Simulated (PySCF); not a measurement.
# C10H7(+)

C10H7(+) is a small molecule, charge +1, singlet. The structure was relaxed in the gas phase by PBE0-D3(BJ)/def2-SVP. No frequency run checks that it is a minimum.

The lowest triplet lies only 1.23 eV up at this geometry (Tamm-Dancoff CAM-B3LYP/def2-SVPD). Shieldings at and next to the centre that carries it rest on this small gap and are unreliable.

SMILES: [c]1cccc2ccccc12 (charge +1)

Coordinates in Å:
```
C1      2.373   -0.644    0.168
C2      2.473    0.760    0.057
C3      1.351    1.544   -0.044
C4      0.082    0.925   -0.036
C5     -0.068   -0.544    0.079
C6      1.146   -1.264    0.178
C7     -1.353   -1.148    0.086
C8     -2.507   -0.413   -0.011
C9     -2.474    1.033   -0.129
C10    -1.197    1.333   -0.110
H11     3.281   -1.245    0.247
H12     3.457    1.233    0.051
H13     1.408    2.629   -0.131
H14     1.072   -2.352    0.265
H15    -1.414   -2.234    0.172
H16    -3.503   -0.866   -0.007
H17    -3.362    1.662   -0.213
```

Shieldings: GIAO PBE0/pcSseg-1. Shifts are against computed references at the same level: C TMS (σ 184.4 ppm), H TMS (σ 31.27 ppm). Core levels by delta-SCF with SCAN, pcX-2 on the ionised atom and pcseg-1 elsewhere, spin-free X2C; from the vacuum level, for chosen atoms.

(1) Give the shieldings and core levels atom by atom.

(2) By CAM-B3LYP/def2-SVPD (TDDFT singlets, Tamm-Dancoff triplets, ionisation by delta-SCF), where does absorption start, and what does vertical ionisation take?

Answers

(1) 
| atoms | bonded to | σ (ppm) | δ (ppm) | core level (eV) |
| --- | --- | --- | --- | --- |
| C1 | 2 C + 1 H | 42.0 | 142.4 | - |
| C2 | 2 C + 1 H | 40.1 | 144.3 | - |
| C3 | 2 C + 1 H | 71.9 | 112.5 | - |
| C4 | 3 C | 69.5 | 114.9 | - |
| C5 | 3 C | 16.0 | 168.4 | - |
| C6 | 2 C + 1 H | 56.1 | 128.3 | - |
| C7 | 2 C + 1 H | 47.5 | 137.0 | - |
| C8 | 2 C + 1 H | 55.4 | 129.0 | - |
| C9 | 2 C + 1 H | 96.2 | 88.2 | 1s 296.28 |
| C10 | 2 C | -170.9 | 355.3 | - |
| H11 | 1 C | 22.60 | 8.67 | - |
| H12 | 1 C | 22.49 | 8.78 | - |
| H13 | 1 C | 22.60 | 8.66 | - |
| H14 | 1 C | 22.51 | 8.76 | - |
| H15 | 1 C | 22.85 | 8.41 | - |
| H16 | 1 C | 23.68 | 7.59 | - |
| H17 | 1 C | 22.88 | 8.39 | - |

Values are those of this one static structure; atoms that internal rotation interchanges would show their mean in an NMR spectrum.

The core-hole state of C9 is spin-contaminated (⟨S²⟩ 0.84 against 0.75 for a pure doublet), so that value and differences from it are less sure.

Core levels of C1, C2, C4, C10 are left out, their hole states being strongly spin-contaminated.

(2) The first singlet with intensity lies at 4.46 eV (f 0.032); what lies below it is dark. The lowest singlet lies at 1.51 eV (f 0.000), the strongest of the first 6 at 4.46 eV (f 0.032), the lowest triplet at 1.23 eV; vertical ionisation takes 13.31 eV.
